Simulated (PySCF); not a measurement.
The second ionisation energy along group 14

Calculated with PySCF 2.14 from differences of total energies of unrestricted determinants, without spin-orbit coupling. Values in eV. The last column holds reference values (NIST; (s) semi-empirical, (t) theoretical, else measured). Unmarked ones compare directly (S terms, centres of terms, or small fine structure); those marked * lie between the lowest fine-structure levels and include a spin-orbit shift.

```tsv
element	configurations	MP2 (valence)	SCS-MP2 (valence)	CCSD (valence)	CCSD(T) (valence)	LDA	r2SCAN	reference
C (aug-cc-pVTZ, non-relativistic)	[He] 2s2 2p1 → [He] 2s2	24.364	24.325	24.198	24.229	24.751	24.984	24.378
Si (aug-cc-pV(T+d)Z, non-relativistic)	[Ne] 3s2 3p1 → [Ne] 3s2	16.094	16.082	16.210	16.240	16.354	16.514	16.322
Ge (aug-cc-pVTZ-PP with ECP10MDF, ECP)	[Ar] 3d10 4s2 4p1 → [Ar] 3d10 4s2	15.489	15.476	15.560	15.582	15.815	15.931	15.789
Pb (aug-cc-pVTZ-PP with ECP60MDF, ECP)	[Xe] 4f14 5d10 6s2 6p1 → [Xe] 4f14 5d10 6s2	13.385	13.372	13.438	13.449	13.916	13.802	13.869
```

**Question.** Fill in the row of Sn (aug-cc-pVTZ-PP with ECP28MDF, ECP) ([Kr] 4d10 5s2 5p1 → [Kr] 4d10 5s2).

**Answer.** MP2 (valence) 13.954; SCS-MP2 (valence) 13.943; CCSD (valence) 14.020; CCSD(T) (valence) 14.038; LDA 14.399; r2SCAN 14.378; reference 14.282 (eV).

"Valence" correlates the outer s and p shells and, in groups 3 to 12 and the f block, the outer d or f shell, open or full, or the next shell where the ion has no valence electron left; the wider scheme adds the next inner shell.
